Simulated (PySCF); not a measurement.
# Magnetisability: `Fc1c[c+]1OC(F)(F)F`, [C4HF4O]+, charge +1

Geometry (Å), atoms numbered from 1 in this order:
```xyz
10

F     1.250    2.244   -0.056
C     1.311    0.987    0.008
C     2.050   -0.165    0.098
C     0.653   -0.253    0.038
O    -0.375   -0.991    0.028
C    -1.697   -0.416   -0.058
F    -1.890    0.344    0.993
F    -2.531   -1.399   -0.096
F    -1.763    0.320   -1.143
H     3.001   -0.666    0.165
```

Total charge +1.

Computed with GIAO B3LYP/pcSseg-1 magnetisability, rotational g tensor and spin-rotation constants, non-relativistic, gas phase in PySCF. Geometry: GFN2-xTB.

For an ion the centre-of-mass motion in the field is neglected.

**Question.** What are the magnetisability and the molar susceptibility?

**Answer.** Isotropic -898 × 10⁻³⁰ J/T², or -54.1 × 10⁻⁶ cm³/mol; principal values -1053, -846, -794 × 10⁻³⁰ J/T², anisotropy 237 × 10⁻³⁰ J/T² (root of half the summed squared differences of the principal values). The susceptibility is in cgs units.

**Question.** Split it along the inertial axes a, b, c into diamagnetic and paramagnetic parts about the centre of mass, with the quadrupole moment.

**Answer.** 
| axis | χ (10⁻⁶ cm³/mol) | diamagnetic (10⁻⁶ cm³/mol) | paramagnetic (10⁻⁶ cm³/mol) | summed x² of all electrons (Å²) | quadrupole Θ (D Å) |
| --- | --- | --- | --- | --- | --- |
| a | -48.8 | -389.2 | 340.4 | 215.5 | +16.74 |
| b | -50.0 | -1040.7 | 990.8 | 61.9 | -3.81 |
| c | -63.4 | -1176.9 | 1113.5 | 29.8 | -12.93 |

Anisotropies 2χaa − χbb − χcc = +15.7 and 2χbb − χaa − χcc = +12.3 × 10⁻⁶ cm³/mol. Θ is traceless in Buckingham's convention.

**Question.** And the rotational g tensor?

**Answer.** 
| axis | rotational constant (GHz) | g | nuclear part | electronic part |
| --- | --- | --- | --- | --- |
| a | 3.3829 | -0.0382 | 0.5027 | -0.5410 |
| b | 1.0724 | -0.0054 | 0.4937 | -0.4991 |
| c | 0.9470 | +0.0036 | 0.4989 | -0.4954 |

Asymmetric top; isotopes 12C, 19F, 1H, 16O; no vibrational averaging.
